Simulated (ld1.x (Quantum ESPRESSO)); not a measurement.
# Reading a pseudo-wave (S (Z = 16))

Columns: radius, all-electron u(r) and pseudo u(r) of the 3s shell (level -18.03 eV) of sulfur in the configuration [Ne] 3s1 3p5; BP86, scalar-relativistic, ultrasoft scheme, ld1.x (Quantum ESPRESSO) 7.5.

| r (bohr) | all-electron | pseudo |
| --- | --- | --- |
| 0.075 | 0.1848 | 0.0656 |
| 0.150 | -0.0810 | 0.1309 |
| 0.225 | -0.3092 | 0.1958 |
| 0.300 | -0.4068 | 0.2599 |
| 0.375 | -0.3891 | 0.3231 |
| 0.450 | -0.2939 | 0.3849 |
| 0.525 | -0.1554 | 0.4449 |
| 0.600 | 0.0009 | 0.5027 |
| 0.675 | 0.1575 | 0.5579 |
| 0.750 | 0.3040 | 0.6099 |
| 0.825 | 0.4343 | 0.6582 |
| 0.900 | 0.5458 | 0.7021 |
| 0.975 | 0.6379 | 0.7411 |
| 1.050 | 0.7111 | 0.7748 |
| 1.125 | 0.7667 | 0.8025 |
| 1.200 | 0.8061 | 0.8238 |
| 1.275 | 0.8312 | 0.8383 |
| 1.350 | 0.8439 | 0.8458 |
| 1.425 | 0.8459 | 0.8461 |
| 1.500 | 0.8390 | 0.8390 |
| 1.575 | 0.8249 | 0.8249 |
| 1.650 | 0.8051 | 0.8051 |
| 1.725 | 0.7808 | 0.7808 |
| 1.800 | 0.7532 | 0.7532 |
| 1.875 | 0.7231 | 0.7231 |
| 1.950 | 0.6914 | 0.6914 |

**Question.** How many radial nodes do the two functions have?

**Answer.** The all-electron 3s function has n − l − 1 = 2; the pseudo-wave has 0, since the states of the same l below it are removed with the core.

**Question.** At about which radius was the pseudo-wave matched?

**Answer.** 1.50 bohr, where the columns begin to agree (steps of 0.07 bohr).

**Question.** Is the pseudo-wave norm-conserving?

**Answer.** No, it belongs to an ultrasoft set: the norm inside the radius is not constrained, and the difference is carried by the augmentation charge.
